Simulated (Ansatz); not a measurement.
The first iterations of a band of CH$_{5}$AsO (8 atoms, charge 0, multiplicity 1).

The calculation used Ansatz, RKS PBE0/def2-SVP.

```json
{
 "movable images": "5",
 "climbing image": "yes",
 "spring": "5.0 eV/Å²",
 "optimiser": "quadratic models (default)",
 "start path": "through a guess of the saddle point",
 "force threshold": "0.05 eV/Å",
 "iteration limit": "60",
 "end points": "relaxed"
}
```

Initial state:

```xyz
8
Properties=species:S:1:pos:R:3
C -0.426 0.880 -0.216
O -0.777 -0.144 0.669
As 0.257 -1.602 0.777
H -0.405 0.535 -1.269
H 0.567 1.312 0.016
H -1.178 1.680 -0.130
H 1.618 -0.882 0.832
H 0.437 -1.835 -0.735
```

Final state:

```xyz
8
Properties=species:S:1:pos:R:3
C -0.487 1.035 -0.303
O -0.332 -0.049 0.571
As 1.149 -1.055 0.339
H -0.774 0.720 -1.325
H 0.424 1.659 -0.385
H -1.297 1.670 0.091
H 0.859 -1.921 1.560
H 0.550 -2.115 -0.603
```

| iteration | highest image above the first end (eV) | largest band force component (eV/Å) |
| --- | --- | --- |
| 1 | 3.473 | 5.753 |
| 2 | 2.697 | 1.597 |
| 3 | 2.452 | 0.933 |

**Question.** Does the band converge within its limit, and where does its top end?

**Answer.** The run converged. It ended after 10 iterations with the highest image 2.384 eV above the first end. Neighbouring images differ by up to 1.9 eV, so the band resolves the path poorly. A vibrational analysis at the climbing image gives one clearly imaginary mode, 1197i cm⁻¹: a first-order saddle point.

The run took 2.7 min on 1 thread of Arm Neoverse V1, with other jobs on the host, peak memory 0.17 GiB.
